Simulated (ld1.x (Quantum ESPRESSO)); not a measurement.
# Logarithmic derivatives: Ca, TM

ld1.x (Quantum ESPRESSO) 7.5 input, shortened:

```
&input
   title='Ca', zed=20., rel=2, dft='PBE', iswitch=3,
   config='[Ar] 3d0 4s1.5 4p0', rel_dist='average'
 /
 &inputp
   pseudotype=2, tm=.true., lloc=0,
   nlcc=.true., new_core_ps=.true.
 /
3
4P  2  1   0.00   0.00  3.10  3.10  0.0
3D  3  2   0.00   0.00  2.45  2.45  0.0
4S  1  0   1.50   0.00  3.25  3.25  0.0
 &test
   configts(1)='3d0 4s1.5 4p0'
 /
```

Open shells are filled in proportion to 2j + 1 (rel_dist='average').

The phase is arctan(r·u′/u) with u = r·R(r), unwrapped; energies in Ry, scanned from -2 to 5 Ry. A pole is an energy at which the radial function vanishes at the test radius. The pseudo phase is shifted by a multiple of π to meet the all-electron one at the reference energy, and phase errors are pseudo minus all-electron; the curves can meet again beyond the range given. Levels narrower than the energy grid can be missing from the lists of poles.

```csv
channel,radius (bohr),reference energy (Ry),"poles, all-electron","poles, pseudo",unbroken range about the reference energy with phases within 0.05 rad,phase error 1 Ry above the reference energy (rad)
s,3.57,-0.46,0.57,"0.50, 3.29",below 1.1,-0.016
p1/2,3.57,-0.26,1.16,1.07,below 2.2,-0.016
p3/2,3.57,-0.26,1.18,1.08,below 2.1,-0.018
d3/2,3.57,-0.37,"-0.22, 2.22","-0.21, 3.22",below 0.2,+0.375
d5/2,3.57,-0.36,"-0.22, 2.22","-0.21, 3.22",below 0.2,+0.374
```

Phases in the s channel:

```json
{"E (Ry)": "-2.00", "all-electron": "1.318", "pseudo": "1.316"}
{"E (Ry)": "-1.76", "all-electron": "1.289", "pseudo": "1.287"}
{"E (Ry)": "-1.52", "all-electron": "1.248", "pseudo": "1.246"}
{"E (Ry)": "-1.28", "all-electron": "1.186", "pseudo": "1.183"}
{"E (Ry)": "-1.04", "all-electron": "1.076", "pseudo": "1.072"}
{"E (Ry)": "-0.80", "all-electron": "0.836", "pseudo": "0.832"}
{"E (Ry)": "-0.56", "all-electron": "0.151", "pseudo": "0.150"}
{"E (Ry)": "-0.32", "all-electron": "-0.864", "pseudo": "-0.866"}
{"E (Ry)": "-0.08", "all-electron": "-1.273", "pseudo": "-1.279"}
{"E (Ry)": "0.16", "all-electron": "-1.438", "pseudo": "-1.446"}
{"E (Ry)": "0.40", "all-electron": "-1.527", "pseudo": "-1.540"}
{"E (Ry)": "0.64", "all-electron": "-1.588", "pseudo": "-1.607"}
{"E (Ry)": "0.88", "all-electron": "-1.637", "pseudo": "-1.667"}
{"E (Ry)": "1.12", "all-electron": "-1.682", "pseudo": "-1.733"}
{"E (Ry)": "1.36", "all-electron": "-1.731", "pseudo": "-1.827"}
{"E (Ry)": "1.60", "all-electron": "-1.792", "pseudo": "-2.016"}
{"E (Ry)": "1.84", "all-electron": "-1.882", "pseudo": "-2.655"}
{"E (Ry)": "2.08", "all-electron": "-2.041", "pseudo": "-3.993"}
{"E (Ry)": "2.32", "all-electron": "-2.412", "pseudo": "-4.407"}
{"E (Ry)": "2.56", "all-electron": "-3.325", "pseudo": "-4.549"}
{"E (Ry)": "2.80", "all-electron": "-4.067", "pseudo": "-4.623"}
{"E (Ry)": "3.04", "all-electron": "-4.345", "pseudo": "-4.672"}
{"E (Ry)": "3.28", "all-electron": "-4.471", "pseudo": "-4.711"}
{"E (Ry)": "3.52", "all-electron": "-4.543", "pseudo": "-4.745"}
{"E (Ry)": "3.76", "all-electron": "-4.591", "pseudo": "-4.781"}
{"E (Ry)": "4.00", "all-electron": "-4.625", "pseudo": "-4.822"}
{"E (Ry)": "4.24", "all-electron": "-4.652", "pseudo": "-4.878"}
{"E (Ry)": "4.48", "all-electron": "-4.673", "pseudo": "-4.974"}
{"E (Ry)": "4.72", "all-electron": "-4.692", "pseudo": "-5.196"}
{"E (Ry)": "4.96", "all-electron": "-4.709", "pseudo": "-6.076"}
```
